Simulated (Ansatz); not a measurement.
C3H9B (SMILES BCCC), singlet, geometry from GFN2-xTB; Ansatz (a quantum-chemistry and plane-wave program) with PBE0/3-21G.

The Ansatz input:
Ansatz 0.2 input:
```yaml
crystal:
  periodic: [false, false, false]
  atoms:
    - {symbol: B, position_ang: [-0.27282551, -0.09453450, 2.11608957]}
    - {symbol: H, position_ang: [-1.07202979, -0.50453156, 2.86580042]}
    - {symbol: H, position_ang: [0.68800760, 0.43041092, 2.52641005]}
    - {symbol: C, position_ang: [-0.51849394, -0.26376071, 0.57770367]}
    - {symbol: C, position_ang: [0.55312385, 0.28748731, -0.36608565]}
    - {symbol: C, position_ang: [0.19696035, 0.06083103, -1.83134090]}
    - {symbol: H, position_ang: [-1.48062446, 0.19502381, 0.32172430]}
    - {symbol: H, position_ang: [-0.66442959, -1.32796890, 0.35891717]}
    - {symbol: H, position_ang: [0.67661401, 1.35753135, -0.18679489]}
    - {symbol: H, position_ang: [1.50848037, -0.19470384, -0.14888790]}
    - {symbol: H, position_ang: [0.09017241, -1.00237516, -2.03906186]}
    - {symbol: H, position_ang: [0.97127024, 0.45987656, -2.48319521]}
    - {symbol: H, position_ang: [-0.74287484, 0.55206352, -2.07702266]}
basis:
  gaussian:
    orbitals: 3-21G.json
hamiltonian:
  xc: pbe0
```
The basis file holds 3-21G in the JSON format of the Basis Set Exchange.

Task: What does Ansatz print? Leave out banner, timings and long lists.

Result: 
```
Functional definition: PBE0
689 factors; integrals over basis functions are off by at most 8.7e-4 eV
mean field evaluation 1: about -3903.0219 eV, gradient 4.2e1 eV
mean field evaluation 2: about -3902.8599 eV, gradient 4.2e1 eV
mean field evaluation 4: about -3907.1905 eV, gradient 8.1e-1 eV
mean field evaluation 8: about -3907.1308 eV, gradient 1.4e-2 eV
mean field -3907.13078653 eV, -143.5844080566 hartree, gradient 4.5e-5 eV, S^2 0.000000; 0 other end points of the search recorded, 0 dependent functions left out
reference -3907.13080739 eV, -143.5844088231 hartree; 16, 16 occupied and 38, 38 virtual orbitals, 689 factors
Total energy: -3907.13080739 eV, -143.5844088231 hartree
```
